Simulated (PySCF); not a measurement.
## Core binding energy against partial charge

Compound: C5H14FGaS.
Numbering: `[CH3:1][CH:2]([CH3:3])[Ga@H-:4]([F:5])[S+:6]([CH3:7])[CH3:8]`

Geometry (PBE0-D3(BJ)/def2-SVP, Å), atoms numbered from 1 in this order:
```
atom  x, y, z in Å
C1    -2.024   -1.317    0.365
C2    -1.714   -0.362   -0.784
C3    -2.176    1.063   -0.492
Ga4    0.194   -0.429   -1.332
F5     1.097   -1.795   -0.561
S6     1.398    1.201    0.189
C7     1.213    0.257    1.720
C8     3.045    0.648   -0.311
H9    -3.105   -1.332    0.595
H10   -1.505   -1.022    1.292
H11   -1.712   -2.348    0.142
H12   -2.259   -0.716   -1.680
H13   -1.993    1.746   -1.337
H14   -1.655    1.489    0.384
H15   -3.257    1.102   -0.267
H16    0.845   -0.013   -2.706
H17    1.995    0.556    2.432
H18    0.228    0.504    2.137
H19    1.269   -0.814    1.481
H20    3.238    1.071   -1.305
H21    3.046   -0.450   -0.367
H22    3.795    1.019    0.402
```

Binding energies: delta-SCF UKS SCAN, pcX-2 on the ionised atom, pcseg-1 elsewhere, spin-free X2C in PySCF 2.14.0. Charges: PBE0/pcSseg-1 ground-state density, for the ionised atom.

```csv
atom,environment,C 1s (eV),Mulliken (e),IAO (e),Hirshfeld (e),ESP (e)
C2,sp3 CH carbon,289.58,-0.700,-0.379,-0.132,+0.288
C1,methyl carbon,290.16,-0.226,-0.392,-0.123,-0.368
C3,methyl carbon,290.32,-0.237,-0.392,-0.125,-0.632
C7,S-methyl carbon,291.59,-0.395,-0.499,-0.105,-0.450
C8,S-methyl carbon,291.62,-0.378,-0.498,-0.105,-0.393
```

Q: Give the correlation coefficient and slope of binding energy on charge for each scheme.

A: Mulliken: r = 0.30, slope 1.4 eV per e; ESP: r = -0.56, slope -1.5 eV per e; IAO: r = -0.98, slope -14.6 eV per e. On 5 points no scheme stands out. The Hirshfeld charges vary by under 0.03 e and aren't fitted.

Q: The point-charge model writes a binding energy as kq + V + constant, with V the potential of the other atoms' charges at the site. What does it give with the Mulliken charges?

A: V = Σ 14.40 eV Å × q/r over all other atoms: +5.30 eV at C2, +0.76 eV at C1, +1.19 eV at C3, +5.74 eV at C7, +5.91 eV at C8. Fitting binding energy − V to q gives k = 10.6 eV per e and leaves an rms residual of 0.91 eV, against 0.78 eV for the fit on q alone. The model has no term for differences in relaxation between sites.

Isolated species at its PBE0-D3(BJ)/def2-SVP geometry (one conformer only).
